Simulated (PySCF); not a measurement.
# J couplings in C₅H₆FNO

Geometry:
```
atom   x (Å)   y (Å)   z (Å)
  C1  -0.891   2.193  -0.572
  C2  -0.595   1.139  -0.087
  C3  -0.244  -0.154   0.464
  C4  -1.303  -1.212   0.141
  F5  -2.390  -1.073   0.965
  C6   1.132  -0.630  -0.040
  N7   2.047   0.356  -0.129
  O8   1.375  -1.787  -0.286
  H9  -1.166   3.117  -0.984
 H10  -0.173  -0.072   1.557
 H11  -0.889  -2.212   0.307
 H12  -1.663  -1.116  -0.888
 H13   1.793   1.319   0.002
 H14   2.967   0.132  -0.471
```

Couplings: B3LYP/pcJ-1 (spin–dipole term only in couplings to heteroatoms) in PySCF, geometry GFN2-xTB; gas phase, one conformer, non-relativistic. Couplings are averaged over pairs made equivalent by symmetry, fast rotation or ring inversion, so a value needn't be that of the named pair in this geometry, while other rotamers aren't included; one pair stands for each set, and the list holds a selection of those of at least 1.5 Hz over up to four bonds, among pairs with at least one C or F or N or H atom (others weren't computed). One-bond C–F couplings come out tens of Hz too large with common functionals.

Isotopes: 13C, 1H, 19F, 15N, 17O. Couplings to quadrupolar nuclei such as 17O and 33S are rarely resolved in practice.

```csv
pair,bonds,J (Hz)
"C1, C2",1,?
"C1, H9",1,?
"C2, C3",1,74.4
"C3, C4",1,41.3
"C3, C6",1,47.7
"C3, H10",1,138.6
"C4, F5",1,-228.5
"C4, H11",1,?
"C4, H12",1,?
"C6, N7",1,-20.7
"C6, O8",1,28.2
"N7, H13",1,-96.7
"N7, H14",1,-96.2
"C1, C3",2,11.2
"C2, C4",2,-3.4
"C3, F5",2,18.1
"C3, N7",2,?
"F5, H12",2,54.2
"C6, H10",2,-8.3
"C6, H13",2,5.1
"C1, H10",3,4.2
"C2, H11",3,10.5
"F5, C6",3,9.9
"F5, H10",3,?
"C4, H14",4,?
"F5, N7",4,?
```

Problem. Estimate the withheld couplings, with signs.

Solution. 
- 1J(C1,C2) = 197.5 Hz (bond length 1.197 Å)
- 1J(C1,H9) = 265.1 Hz (bond length 1.049 Å, sp carbon)
- 1J(C4,H11) = 164.1 Hz (bond length 1.094 Å, sp3 carbon)
- 1J(C4,H12) = 159.6 Hz (bond length 1.094 Å, sp3 carbon)
- 2J(C3,N7) = -9.5 Hz (angle at C6 114°)
- 3J(F5,H10) = 17.4 Hz (dihedral angle 42°)
- 4J(C4,H14) = 1.6 Hz
- 4J(F5,N7) = -1.8 Hz
